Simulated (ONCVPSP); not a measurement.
## What one change does to a pseudopotential (samarium, ONCV)

```
Element                 : samarium (Sm)
Generator               : ONCVPSP 4.0.1
Type                    : optimised norm-conserving Vanderbilt (ONCV)
Functional              : LDA (Perdew-Zunger)
Relativity              : scalar-relativistic
Frozen core             : [Kr] 4d10 4f5
Valence charge          : 11
Reference configuration : 5s2 5p6 5d1 6s1.75 6p0.25
Partial waves           : 5s+6s: rc 2.10 bohr, ncon 4, nbas 7, qcut 6.2 1/bohr, 2 projectors; 5p+6p: rc 2.20 bohr, ncon 3, nbas 7, qcut 5.2 1/bohr, 2 projectors; 5d: rc 2.70 bohr, ncon 3, nbas 6, qcut 4.2 1/bohr, 2 projectors, debl 3.5 Ha
Local potential         : polynomial inside 1.80 bohr (lpopt 5, dvloc0 0 Ha)
Core correction         : none
```

All-electron outer shells of the reference configuration (LDA (Perdew-Zunger), scalar-relativistic, ld1.x):

```csv
shell,level (eV),outermost node (bohr),outermost maximum (bohr)
4d,-135.65,0.28,0.58
5s,-47.16,0.68,1.25
5p,-26.40,0.73,1.42
4f,-8.49,–,0.61
6s,-4.34,1.66,3.44
5d,-3.15,0.83,2.03
6p,-1.56,1.99,4.64
```

Change: d: rc 3.54.

Cutoffs: the cutoffs (Ha) at which the residual kinetic energy of the hardest occupied pseudo-wave falls to 1 and 0.1 mHa per electron; they do not see the model core or the augmentation charge, which bear on the density cutoff. Errors are all-electron minus pseudo energies relative to the spin-unpolarised reference configuration.

Task: What does the change do?

Result: The potential gets neither clearly harder nor softer (13 Ha and 15 Ha → 13 Ha and 15 Ha); the s channel sets the loose cutoff, while the largest relative change is in d, which becomes softer; the errors of the 4 common tests hardly move; neither file shows a bound ghost.

| quantity | base | changed |
| --- | --- | --- |
| cutoff, loose | 13 Ha | 13 Ha |
| cutoff, tight | 15 Ha | 15 Ha |
| loose cutoff by channel | s 13 Ha, p 6.2 Ha, d 6.7 Ha | s 13 Ha, p 6.2 Ha, d 5.7 Ha |
| bound ghosts | none | none |
| GHOST(+) flags under 300 eV | s at 157.4 eV | s at 157.4 eV |
| error for 5s2 5p6 5d1 6s2 6p0, meV [ΔE -0.69 eV] | +0.1 | +0.1 |
| error for 5s2 5p6 5d1 6s1 6p0, meV [ΔE 5.97 eV] | -0.7 | -0.4 |
| error for 5s2 5p6 5d1 6s0 6p0, meV [ΔE 18.02 eV] | +3.0 | +3.2 |
| error for 5s2 5p6 5d1 6s1.5 6p0, meV [ΔE 2.00 eV] | -0.4 | -0.3 |
| s: phases at 2.13 bohr within 0.05 rad from the reference energy up to (Ha; the scan ends near 5) | to the end of the scan | to the end of the scan |
| p: phases at 2.24 bohr within 0.05 rad from the reference energy up to (Ha; the scan ends near 5) | 4.8 | 4.8 |
